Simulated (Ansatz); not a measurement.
```yaml
atoms:
  - { symbol: Cr, position_ang: [0.0000, 0.0000, 0.0000] }
  - { symbol: Cu, position_ang: [0.0000, 0.0000, 3.9100] }
```

Basis set: pcseg-2 (spherical functions). Some runs use density fitting. Charge 0, multiplicity 6.

Computed with Ansatz (development build ahead of 0.2.0); each method stands on the lowest determinant of its kind that the runs found.

(1) Give the atomization energy at this shape (free ground-state atoms in the same class of orbitals less the molecule, no zero-point energy) of sextet CrCu by PBE0 (unrestricted), PBE (unrestricted).

Results:

(1)

| method | atomization energy |
| --- | --- |
| PBE0 (unrestricted) | 0.27 eV |
| PBE (unrestricted) | 0.38 eV |

Caution: other spin multiplicities were not run; the shape is not the minimum; the unrestricted determinant is spin contaminated.
